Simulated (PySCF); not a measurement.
## Ionisation energy of As⁺ by level of theory

As⁺ [Ar] 3d10 4s2 4p2 (3P) → As²⁺ [Ar] 3d10 4s2 4p1 (2P), as a difference of total energies. All numbers are calculated (PySCF 2.14, the spin-free X2C one-electron Hamiltonian (Gaussian nucleus), in x2c-TZVPPall with one added diffuse shell each of s, p, d type (7s6p5d1f, 57 functions)). Correlated levels: valence: [Ar] 3d10 frozen; valence and next inner shell: [Ne] frozen. The calculations carry no spin-orbit coupling.

```
                                method  ionisation energy (eV)  plus first-order spin-orbit estimate  error of that sum (eV)
                                   UHF                  17.936                                17.902                  -0.687
                                   LDA                  18.626                                18.592                  +0.003
                                   PBE                  18.484                                18.451                  -0.138
                                  PBE0                  18.531                                18.497                  -0.092
                                r2SCAN                  18.684                                18.651                  +0.062
                                PBEsol                  18.494                                18.460                  -0.129
                             BHandHLYP                  18.386                                18.352                  -0.237
                                 HSE06                  18.520                                18.486                  -0.103
                                 wB97X                  18.312                                18.278                  -0.311
                         MP2 (valence)                  18.310                                18.276                  -0.313
                     SCS-MP2 (valence)                  18.236                                18.203                  -0.386
    MP2 (valence and next inner shell)                  18.430                                18.396                  -0.193
SCS-MP2 (valence and next inner shell)                  18.318                                18.284                  -0.305
```

Reference: 18.589 eV (measured; NIST Atomic Spectra Database, ionization energies).

A first-order spin-orbit estimate (lowest level to lowest level, LS coupling) adds -0.034 eV.

Errors of the correlated levels include the incompleteness of this basis and the frozen core.
